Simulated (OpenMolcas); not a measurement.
**Levels of Sr⁺ by method**

| Property | Result |
| --- | --- |
| Program | OpenMolcas |
| Basis | ANO-RCC-VQZP [8s7p4d2f1g] |
| Scalar Hamiltonian | DKH2, point nucleus |
| Active space | 1 electron in 9 orbitals (4d 5s 5p) |
| State averaging | 2S+1 = 2 even, 6 roots; 2S+1 = 2 odd, 3 roots |
| Spin-orbit coupling | state interaction with AMFI integrals over the reference wave functions, term energies averaged over their components |

Methods on the same reference wave functions:
A. CASSCF
B. SS-CASPT2, IPEA 0.25 Eh, imaginary shift 0.1 Eh (closed shells correlated: 4s 4p)

Energies in cm-1 above 5s 2S 1/2, the measured ground level; measured values from NIST Handbook of Basic Atomic Spectroscopic Data.

```csv
Level,A,B,Measured
5s 2S 1/2,0.0,0.0,0.0
4d 2D 3/2,16136,15930,14556
4d 2D 5/2,16402,16200,14836
5p 2P* 1/2,21559,23730,23715
5p 2P* 3/2,22119,24290,24517
```

Deviations, from unrounded energies. A percentage is the sum of absolute deviations over the sum of measured energies, with the sign that they share, or ± where signs differ.

```json
{"Against measurement": "mean absolute deviation (cm-1)", "Levels": "4", "A": "1900", "B": "750"}
{"Against measurement": "other configurations (%)", "Levels": "4", "A": "±9.9", "B": "±3.8"}
```

B lies closest to measurement on these levels. The largest miss of B in the table is 4d 2D 3/2, by +1400 cm-1. The ranking rests on the paired levels alone, and a cruder setting can come out closer through cancelling errors.

The lowest spin-free term lies below A's lowest term by 0.217 hartree in B.

CASPT2 does not keep the components of a term degenerate, so their means are used; among the terms shown or strongly mixed into the levels shown the widest spread is 73 cm-1 (4d 2D, B). ANO sets are built for ground and valence states and can reach diffuse excited orbitals poorly. With one active electron the reference holds no correlation, so core polarisation is missing (holds for A). With one active electron, CASPT2 adds the correlation within the correlated inactive shells and between them and that electron, and leaves the splitting within a term as the reference gives it (holds for B). Computed and measured levels are paired by configuration, term and J; levels that our copy of the source lacks, or whose pairing is in doubt (as where it misses far off the trend of its configuration), stay unpaired and out of the deviations. Only configurations of the active space appear.

* marks odd parity.
